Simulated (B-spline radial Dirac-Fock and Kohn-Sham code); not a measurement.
## Core and valence levels of Yb⁶⁺

System: ytterbium as Yb⁶⁺, [Kr] 4d10 4f12 5s2 5p4; nuclear rms radius 5.3108 fm (A = 174).

The computed values come from a radial finite-basis atomic code: Dirac-Fock energy differences between relaxed states, corrected for Breit and QED terms. The model has no electron correlation. Energies are counted from the vacuum level. Subshells whose hole state is unreliable or did not converge are left out.

All terms are in eV, carry their sign (relaxation lowers the binding energy) and add up to the binding energy; ⟨r⟩ is the mean radius of the orbital in the initial state.

| subshell | −ε (Koopmans) | relaxation | Breit | QED | binding energy | ⟨r⟩ (bohr) |
| --- | --- | --- | --- | --- | --- | --- |
| K (1s) | 61800.4 | -81.39 | -190.65 | -99.44 | 61428.9 | 0.020 |
| L1 (2s) | 10677.6 | -47.10 | -20.77 | -14.13 | 10595.6 | 0.083 |
| L2 (2p1/2) | 10164.9 | -51.36 | -34.43 | 0.23 | 10079.4 | 0.069 |
| L3 (2p3/2) | 9115.5 | -48.73 | -21.31 | -1.24 | 9044.2 | 0.076 |
| M1 (3s) | 2537.2 | -25.18 | -3.67 | -3.22 | 2505.1 | 0.216 |
| M2 (3p1/2) | 2311.6 | -26.07 | -6.32 | -0.02 | 2279.2 | 0.206 |
| M3 (3p3/2) | 2085.1 | -24.76 | -3.60 | -0.30 | 2056.4 | 0.220 |
| M4 (3d3/2) | 1706.6 | -27.17 | -2.66 | 0.26 | 1677.0 | 0.193 |
| M5 (3d5/2) | 1657.7 | -26.68 | -1.65 | 0.12 | 1629.4 | 0.198 |
| N1 (4s) | 603.3 | -8.93 | -0.75 | -0.76 | 592.9 | 0.487 |
| N2 (4p1/2) | 510.5 | -8.66 | -1.29 | 0.01 | 500.6 | 0.496 |
| N4 (4d3/2) | 305.4 | -7.31 | -0.36 | 0.06 | 297.8 | 0.551 |
| N5 (4d5/2) | 295.7 | -7.01 | -0.15 | 0.03 | 288.6 | 0.562 |
| N6,7 (4f) | 107.3 | -5.47 | 0.11 | 0.03 | 102.0 | 0.672 |
| O1 (5s) | 147.3 | -0.91 | -0.13 | -0.13 | 146.1 | 1.151 |
| O2,3 (5p) | 113.6 | -0.66 | -0.12 | 0.00 | 112.9 | 1.319 |

For the deepest level, K (1s), the Breit terms make up -0.310 % of the binding energy, QED -0.162 % and orbital relaxation -0.132 %.

Spin-orbit splittings: 2p 1035.1 eV, 3p 222.8 eV, 3d 47.57 eV, 4d 9.21 eV.

Going to the tabulated ground configuration of the next ion removes an electron from O2,3 (5p), computed at 112.9 eV. NIST lists 117 ± 6 eV as the ionisation energy of this species (theoretical), +4.15 eV from the computed value, within the stated uncertainty.
